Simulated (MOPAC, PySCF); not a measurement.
H6O2Si3, SMILES `O[SiH]([SiH]=[SiH2])O`, neutral singlet in the gas phase. 

Cartesian coordinates (Å):
SMILES: O[SiH](O)[SiH]=[SiH2]
```xyz
11

O     -0.5654     0.7999     1.5236
Si    -0.9852    -0.5783     0.7193
O     -2.4242    -0.4637    -0.0806
Si     0.8158    -0.9038    -0.7172
Si     2.0103     0.8273    -1.1839
H     -1.0961     1.0659     2.2797
H     -1.2217    -1.6883     1.6666
H     -2.4532     0.1120    -0.8504
H      0.6706    -1.9109    -1.7949
H      3.0686     0.8217    -2.2172
H      2.1806     1.9183    -0.2050
```
Charge 0, spin multiplicity 1.

All levels are single points at this geometry (B3LYP-D3(BJ)/def2-TZVP); Pople sets use spherical d functions. Orbital energies aren't observables, and empty levels follow the basis.

BP86/6-31G* in PySCF gives HOMO (eV) = -5.22.

Q: Estimate the HOMO (eV) from each of these levels: ωB97X-D3(BJ)/def2-TZVP in PySCF; B3LYP/6-311+G** in PySCF; M06-2X/6-31G* in PySCF; HF/STO-3G in PySCF; AM1 in MOPAC.

A: 
```json
[
 {"level": "ωB97X-D3(BJ)/def2-TZVP in PySCF", "HOMO (eV)": "-8.04"},
 {"level": "B3LYP/6-311+G** in PySCF", "HOMO (eV)": "-5.91"},
 {"level": "M06-2X/6-31G* in PySCF", "HOMO (eV)": "-6.74"},
 {"level": "HF/STO-3G in PySCF", "HOMO (eV)": "-3.74"},
 {"level": "AM1 in MOPAC", "HOMO (eV)": "-8.56"}
]
```
